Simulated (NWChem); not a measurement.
All runs are NWChem calculations. System: HClSi, charge 1, spin multiplicity 2, at the geometry of a parent with another charge or spin, in a state set for the comparison that need not be this species' ground state. Its SCF solution wasn't tested for a lower state. Level: UPBE/def2-TZVP.

Job file:

```
start mol
memory heap 200 mb stack 900 mb global 1100 mb
charge 1
geometry units angstroms nocenter noautoz
  Si    -0.750692    -0.813678     0.000000
  H      0.327639    -1.910612     0.000000
  Cl     0.598944     0.782477     0.000000
  symmetry group Cs
end
basis spherical
  * library def2-tzvp
end
dft
  xc xpbe96 cpbe96
  odft
  mult 2
  semidirect memsize 60000000 filesize 0
  iterations 100
end
task dft energy
```

Part of the output:

```
             Northwest Computational Chemistry Package (NWChem) 7.3.0
             --------------------------------------------------------

                                NWChem Input Module
                                -------------------

 Scaling coordinates for geometry "geometry" by  1.889725989
 (inverse scale =  0.529177249)

 Turning off AUTOSYM since
 SYMMETRY directive was detected!

                             Geometry "geometry" -> ""
                             -------------------------

 Output coordinates in angstroms (scale by  1.889725989 to convert to a.u.)

  No.       Tag          Charge          X              Y              Z
 ---- ---------------- ---------- -------------- -------------- --------------
    1 Si                  14.0000    -0.75069200    -0.81367800     0.00000000
    2 H                    1.0000     0.32763900    -1.91061200     0.00000000
    3 Cl                  17.0000     0.59894400     0.78247700     0.00000000

 Effective nuclear repulsion energy (a.u.)      68.3925090757

            Nuclear Dipole moment (a.u.)
            ----------------------------
        X                 Y               Z
 ---------------- ---------------- ----------------
    -0.0000018897     0.0000094486     0.0000000000

      Symmetry information
      --------------------

 Group name             Cs
 Group number              2
 Group order               2
 No. of unique centers     3

      Symmetry unique atoms

     1    2    3


 Summary of "ao basis" -> "" (spherical)
 ------------------------------------------------------------------------------
       Tag                 Description            Shells   Functions and Types
 ---------------- ------------------------------  ------  ---------------------
 *                         def2-tzvp                  on all atoms

  pbe96 is a nonlocal functional; adding pw91lda local functional.

                                 NWChem DFT Module
                                 -----------------

 Summary of "ao basis" -> "ao basis" (spherical)
 ------------------------------------------------------------------------------
[...]
  ----- ------------  ---------------      ----- ------------  ---------------
    16      0.500674  1 Si py                19      0.494339  1 Si py
    48     -0.322880  3 Cl s                 15      0.228885  1 Si px
    61      0.208780  3 Cl px                59      0.202648  3 Cl py
    47     -0.196713  3 Cl s                 58      0.194616  3 Cl px
    62      0.192726  3 Cl py                 4      0.189770  1 Si s

   alpha - beta orbital overlaps
   -----------------------------

   alpha      1      2      3      4      5      6      7      8      9     10
    beta      1      2      3      4      5      6      7      8      9     10
 overlap   1.000  1.000  1.000  0.959  1.000  0.959  1.000  1.000  0.714  0.714

   alpha     11     12     13     14     15     16     17     18     19     20
    beta     11     12     13     15     14     16     17     18     19     20
 overlap   1.000  0.996  0.992  0.971  1.000  0.974  0.997  0.993  0.989  0.911

   alpha     21     22     23     24     25     26     27     28     29     30
    beta     21     22     23     24     25     26     27     28     29     31
 overlap   0.784  0.903  0.783  0.992  0.987  0.990  0.994  0.991  0.993  0.990

   alpha     31     32     33     34     35     36     37     38     39     40
    beta     30     32     33     34     35     36     37     40     38     39
 overlap   0.991  0.991  0.996  0.995  0.998  0.999  0.997  0.737  0.804  0.970

   alpha     41     42     43     44     45     46     47     48     49     50
    beta     40     42     43     44     45     46     47     48     49     50
 overlap   0.657  0.874  0.775  0.792  0.979  0.981  0.966  0.982  0.998  0.991

   alpha     51     52     53     54     55     56     57     58     59     60
    beta     51     52     53     54     55     56     57     59     58     60
 overlap   0.998  0.993  0.999  0.985  0.996  0.983  0.790  0.788  0.997  0.994

   alpha     61     62     63     64     65     66     67     68     69     70
    beta     61     62     63     64     67     66     65     68     69     70
 overlap   0.999  0.997  0.997  0.986  0.977  0.997  1.000  0.990  1.000  0.999

   alpha     71     72     73     74     75     76     77     78     79     80
    beta     71     72     73     74     75     76     77     78     79     80
 overlap   0.992  0.993  1.000  0.998  0.998  1.000  1.000  1.000  1.000  1.000

     --------------------------
     Expectation value of S2:
     --------------------------
      <S2> =      0.7549 (Exact =     0.7500)

 center of mass
 --------------
 x =   0.00805277 y =   0.07896942 z =   0.00000000

 moments of inertia (a.u.)
 ------------------
         155.342890015661        -117.256368244161           0.000000000000
        -117.256368244161         101.481130811471           0.000000000000
           0.000000000000           0.000000000000         256.824020827132

     Multipole analysis of the density
     ---------------------------------

     L   x y z        total         alpha         beta         nuclear
     -   - - -        -----         -----         ----         -------
     0   0 0 0      1.000000    -16.000000    -15.000000     32.000000

     1   1 0 0     -0.913494      0.125918     -1.039410     -0.000002
     1   0 1 0     -1.272386      0.018278     -1.290673      0.000009
     1   0 0 1     -0.000000     -0.000000     -0.000000      0.000000

     2   2 0 0    -13.514114    -35.059351    -28.790209     50.335446
     2   1 1 0      2.748524    -27.988912    -26.016523     56.753958
     2   1 0 1     -0.000000     -0.000000     -0.000000      0.000000
     2   0 2 0    -12.063337    -50.492735    -44.876530     83.305927
     2   0 1 1     -0.000000      0.000000     -0.000000      0.000000
     2   0 0 2    -15.533400     -8.331463     -7.201937      0.000000

 Task  times  cpu:        3.7s     wall:        3.7s

 Total times  cpu:        3.7s     wall:        3.7s
```
